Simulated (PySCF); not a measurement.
Work out the structure from these simulated measurements.

Formula: C5H4F3P.

* Rotational structure: rotational constants A, B, C: 2.134, 0.839, 0.829 GHz [PBE0-D3(BJ)/def2-SVP]
* UV, strongest line: among the 10 lowest singlet transitions: S10 at 7.07 eV (175 nm, f = 0.207) [TDDFT PBE0/def2-SVPD]
* 13C NMR: chemical shifts (computed TMS as zero) by class: 167.0 (1 C), 132.9 (1 C), 97.9 (1 C), 82.9 (1 C), 12.0 (1 C) ppm [GIAO PBE/pcSseg-1]
* 1H NMR: chemical shifts (computed TMS as zero) by class: 2.73 (1 H), 1.48 (3 H) ppm [GIAO PBE/pcSseg-1]
* NMR, other nuclei: isotropic shieldings of nuclei other than C and H, by class: 242 (1 F), 265 (1 F), 355 (1 F), 383 (1 P) ppm [GIAO PBE/pcSseg-1]
* Polarisability: 87.9 au [PBE0/def2-SVPD]
* UV, first state: lowest singlet excitation: 5.11 eV (243 nm, f = 0.013) [TDDFT PBE0/def2-SVPD]
* Dipole: 1.46 D [PBE0/def2-SVPD]
* Valence photoelectron: vertical ionisation energy: 9.13 eV [ΔSCF PBE0/def2-SVPD]
* Triplet: lowest triplet excitation (Tamm–Dancoff): 4.22 eV [TDA PBE0/def2-SVPD]

Electronic properties: PySCF, gas phase, density fitting. Levels stand in brackets. One conformer (not necessarily the lowest) at the PBE0-D3(BJ)/def2-SVP geometry, without solvent, vibrations or thermal averaging. NMR classes are plain means over equivalent atoms (diastereotopic ones count apart unless rotation or inversion swaps them), as if these changed places fast.

Task: What is the compound? Reason from the data.

Result: Numbering: `[CH:1]#[C:2][P:3]([CH3:4])[C:5]([F:6])=[C:7]([F:8])[F:9]`. 5 carbons fall into 5 classes; from least to most shielded: =CF2 carbon [C7] (167.0 ppm), vinylic C–F carbon [C5] (132.9 ppm), terminal alkyne carbon [C1] (97.9 ppm), alkyne carbon [C2] (82.9 ppm), sp3 carbon bound to phosphorus [C4] (12.0 ppm). Hydrogen classes from least to most shielded: 1 H on a terminal alkyne carbon, C1 (2.73 ppm), 3 H on an sp3 carbon bound to phosphorus, C4 (1.48 ppm, a mean of values up to 1.5 ppm apart in this geometry). The other shieldings belong to: 242 ppm, vinyl fluorine [F9]; 265 ppm, vinyl fluorine [F8]; 355 ppm, vinyl fluorine [F6]; 383 ppm, phosphine phosphorus [P3]. S1 is mainly HOMO→LUMO (weight 0.93); the largest Löwdin shares of the orbital it empties are 0.41 on the phosphine phosphorus, 0.18 on the terminal alkyne carbon, 0.18 on the alkyne carbon and 0.08 on the sp3 carbon bound to phosphorus, of the orbital it fills 0.17 on the terminal alkyne carbon, 0.17 on the =CF2 carbon, 0.15 on the phosphine phosphorus and 0.15 on the alkyne carbon. The optimised geometry has point group C1 and is an asymmetric top. Structure: `C#CP(C)C(F)=C(F)F`. Computed isomers that give other values at the same levels: `C=CP1C=C1C(F)(F)F` (13C chemical shifts (computed TMS as zero) by class: 159.0 (1 C), 136.4 (1 C), 133.8 (1 C), 133.1 (1 C), 132.0 (1 C) ppm). The assignments are read from this structure; whether some other isomer fits the data as well wasn't checked.

The values belong to the conformer `[CH:1]#[C:2][P:3]([CH3:4])[C:5]([F:6])=[C:7]([F:8])[F:9]`: C2–P3–C5–F6 56°.
